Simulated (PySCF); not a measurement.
A GIAO shielding run with PySCF 2.14.0 with density-fitted response routines (density fitting, non-relativistic, gas phase) on `InChI=1S/C6H10FPSi/c1-2-6-4-3-5-9(6,7)8/h1,6H,3-5,8H2/t6-,9-/m1/s1`:

```
$ OMP_NUM_THREADS=1 python probes_run.py task.json out

{"job": {"kind": "nmr", "xc": "PBE0", "basis": "pcSseg-1"}, "charge": 0, "multiplicity": 1}
C      0.960251     2.962186    -1.280565
C      0.581319     1.837332    -1.123169
C      0.109524     0.494467    -0.902167
C     -1.408130     0.442087    -0.664771
C     -1.746826    -0.893413    -0.009354
C     -0.851570    -1.070194     1.218980
Si     0.823076    -0.352228     0.668762
F      1.269455     0.784598     1.752365
P      2.471406    -1.824594     0.277733
H      1.294353     3.944819    -1.430370
H      0.356780    -0.106206    -1.784720
H     -1.952816     0.573073    -1.601370
H     -1.688615     1.257790     0.005128
H     -1.549937    -1.700329    -0.719071
H     -2.802898    -0.934354     0.262175
H     -1.243990    -0.485867     2.051222
H     -0.824703    -2.110339     1.535830
H      2.765495    -1.972436     1.622069
H      3.428021    -0.837140     0.113831
```

Hardware: 1 thread of an Arm Neoverse V2, shared host. The job also computes population analyses, field gradients, ring-centre shieldings.

(1) How large is the calculation?

(2) How long does it take, and how much memory does it need?

Answers

(1) 84 electrons, 217 basis functions and 1169 auxiliary functions.

(2) 56 s of wall time, with 14 SCF cycles and 5 response iterations; peak memory 1 GiB. Times on a shared host scatter by some tens of per cent.
